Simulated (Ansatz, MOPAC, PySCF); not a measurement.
Dimer: GeH4 (SMILES [GeH4]) (first 5 atoms) with CH5N (SMILES CN); geometry from B3LYP-D3(BJ)/def2-TZVP, rigid monomers moved along the line of their centres of mass till Ge1···N7 is 2.87 Å.
(charge 0, multiplicity 1):
```json
[
 {"atom": "Ge", "x (Å)": "0.1056", "y (Å)": "0.2676", "z (Å)": "0.4932"},
 {"atom": "H", "x (Å)": "0.5397", "y (Å)": "1.7002", "z (Å)": "0.8242"},
 {"atom": "H", "x (Å)": "-1.3136", "y (Å)": "-0.0119", "z (Å)": "1.0041"},
 {"atom": "H", "x (Å)": "1.0990", "y (Å)": "-0.7557", "z (Å)": "1.0585"},
 {"atom": "H", "x (Å)": "0.0934", "y (Å)": "0.1152", "z (Å)": "-1.0462"},
 {"atom": "C", "x (Å)": "-0.2900", "y (Å)": "-0.8792", "z (Å)": "3.7589"},
 {"atom": "N", "x (Å)": "0.1005", "y (Å)": "0.4702", "z (Å)": "3.3541"},
 {"atom": "H", "x (Å)": "0.4338", "y (Å)": "-1.5939", "z (Å)": "3.3644"},
 {"atom": "H", "x (Å)": "-1.2567", "y (Å)": "-1.1198", "z (Å)": "3.3142"},
 {"atom": "H", "x (Å)": "-0.3656", "y (Å)": "-1.0338", "z (Å)": "4.8428"},
 {"atom": "H", "x (Å)": "1.0056", "y (Å)": "0.7172", "z (Å)": "3.7355"},
 {"atom": "H", "x (Å)": "-0.5633", "y (Å)": "1.1574", "z (Å)": "3.6900"}
]
```

Monomers are frozen at their geometry in the pair; levels with a basis set take the counterpoise correction.

Rows in 6-31G* carry no dispersion term and start afresh at each structure (6-31G* with six Cartesian d functions); the Pople sets are all-electron and without relativity. The state that PM7 reach isn't checked; PM7 holds dispersion and hydrogen-bond terms.

Codes used: Ansatz (Gaussian basis) for Hartree–Fock, density functionals and correlated methods; MOPAC for PM7 (differences of heats of formation); PySCF for 6-31G* rows, the dispersion terms. 

One of these levels gives -3.93 kcal/mol for the interaction energy. Name it.
A. PBE-D3(BJ)/def2-TZVPPD
B. PBE/def2-TZVPPD
C. PM7
D. HF/6-31G*

C, PM7. The others give 2.32 (HF/6-31G*), -0.03 (PBE/def2-TZVPPD), -1.87 (PBE-D3(BJ)/def2-TZVPPD)

Ansatz is a quantum-chemistry and plane-wave program.
